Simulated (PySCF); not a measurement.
A run for PySCF: R-B3LYP/LANL2DZ on FH4NOSi (SMILES N[SiH](O)F), a point of a torsion scan.

```python
from pyscf import gto, scf, dft, mp
from pyscf.data.elements import chemcore

mol = gto.M(
    atom='''
    N     1.24507144   -0.26412099    0.09164643
    Si   -0.30973082    0.44087068    0.13105518
    O    -1.42932598   -0.38234752   -0.70714581
    F    -0.16171674    1.87832587   -0.58360448
    H     1.87849594   -0.02413892   -0.65293285
    H     1.36612492   -1.22232746    0.36729370
    H    -0.72842050    0.67794134    1.49499389
    H    -2.14226353    0.06205860   -1.15731848
    ''',
    basis='lanl2dz',
    ecp={'Si': 'lanl2dz'},
    charge=0, spin=0, verbose=3, max_memory=1800)
mf = dft.RKS(mol, xc='b3lyp')
mf.conv_tol = 1e-8
mf.max_cycle = 100
mf.kernel()
if not mf.converged:
    mf = mf.newton().run(mf.mo_coeff, mf.mo_occ)
```

The log:

```
converged SCF energy = -236.205193860825
```

Self-consistency was reached.

Cost: about 4 core-seconds (a rough figure).
